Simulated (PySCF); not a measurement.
**Polarisability of `C#CC[P@@H+]1C(F)=C1[SiH3]`**

C5H7FPSi (charge +1).
SMILES with atom numbers: `[CH:1]#[C:2][CH2:3][P@@H+:4]1[C:5]([F:6])=[C:7]1[SiH3:8]` (hydrogens: H9 on C1; H10, H11 on C3; H12 on P4; H13, H14, H15 on Si8)

Geometry (GFN2-xTB, Å), atoms numbered from 1 in this order:
```
atom  x, y, z in Å
C1     1.8788    1.7413    0.1743
C2     1.7817    0.5582    0.0110
C3     1.6763   -0.8693   -0.1701
P4     0.3433   -1.5640    0.9176
C5    -1.4178   -1.7819    0.2255
F6    -2.0992   -2.8395    0.0014
C7    -1.1364   -0.5325    0.2542
Si8   -1.7956    1.2561   -0.1284
H9     2.0079    2.7772    0.2934
H10    2.6183   -1.3556    0.1067
H11    1.4413   -1.1272   -1.2084
H12    0.3775   -0.8671    2.1179
H13   -3.2342    1.0312   -0.1966
H14   -1.1269    1.5680   -1.3851
H15   -1.3196    2.0133    1.0222
```

Level: CAM-B3LYP/def2-SVPD (PySCF), static field, nuclei fixed, core orbitals frozen in the response. The polarisability tensor in these axes (au):

```
x   110.20   2.90   5.31
y     2.90 115.90  -4.28
z     5.31  -4.28  75.10
```

Diagonalise the tensor; give its mean and Δα, where Δα² is half the sum of the squared differences of the eigenvalues.

Principal values 73.79, 110.19 and 117.21 au; mean 100.40 au = 14.88 Å³ = 16.55 × 10⁻⁴⁰ C²·m²/J; Δα = 40.37 au (40 % of the mean).

Directions of the eigenvectors, and the extent of the frame along each?

Largest value along (0.35, 0.94, -0.05), where the nuclei span 6.67 Å; middle along (0.93, -0.33, 0.18), 6.27 Å; least along (-0.15, 0.11, 0.98), 3.46 Å. The response follows the extents in order.

In TDDFT the mean static polarisability is Σ f/ω² over all singlet excitations (ω in hartree). How much of it do the 8 lowest give? Their energies (eV) and oscillator strengths: 4.64, 0.0267; 4.88, 0.0510; 5.15, 0.0193; 6.05, 0.0106; 6.14, 0.1675; 6.45, 0.0129; 6.60, 0.0401; 6.79, 0.0014.

They add up to 7.49 au, 7.5 % of the 100.40 au; the largest single term is 3.29 au, from the state at 6.14 eV. Terms in order: 0.92, 1.59, 0.54, 0.21, 3.29, 0.23, 0.68, 0.02 au. Higher excitations give the rest. The strengths listed sum to 0.329.

What depolarisation ratio follows for Rayleigh scattering of linearly polarised light, taking the static tensor?

ρ = 3Δα²/(45ᾱ² + 4Δα²) = 4888.5/(453588 + 6518.1) = 0.0106.

Traceless (Buckingham) quadrupole moment about the centre of nuclear charge: eigenvalues?

-11.69, 0.05, 11.65 D·Å. The values depend on the origin, since the species is charged. The electronic extent ⟨r²⟩ about the same centre is 1482 bohr², a root-mean-square distance of 2.37 Å for the 74 electrons.

The structure is a single GFN2-xTB conformer in the gas phase; no vibrational or solvent corrections.
